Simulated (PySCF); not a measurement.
This script is equivalent to a calculation on Cd⁺ (cadmium, charge +1).

```python
from pyscf import gto, scf, dft, mp, cc
import basis_set_exchange as bse
txt = bse.get_basis("aug-cc-pVTZ-PP", elements=["Cd"], fmt="nwchem", header=False, augment_diffuse=1)
cut = txt.index("\nECP")
mol = gto.M(atom="Cd 0 0 0", charge=1, spin=1, symmetry="D2h",
            basis=gto.basis.parse(txt[:cut]),
            ecp={"Cd": gto.basis.parse_ecp(txt[cut:])})
mf = dft.UKS(mol, xc="PBE0")
mf.irrep_nelec = {'Ag': (4, 3), 'B1g': (1, 1), 'B2g': (1, 1), 'B3g': (1, 1), 'B1u': (1, 1), 'B2u': (1, 1), 'B3u': (1, 1)}
mf.kernel()
```

(1) What total energy does it give?

(2) Which occupied shell lies highest, and where?

(3) What is ⟨S²⟩, and what would a pure spin state give?

Energies and moments cover only the electrons outside the core potential.

## Answers

(1) -167.405 hartree (calculated).

(2) 5s α, at -14.248 eV.

(3) 0.751, against 0.75.
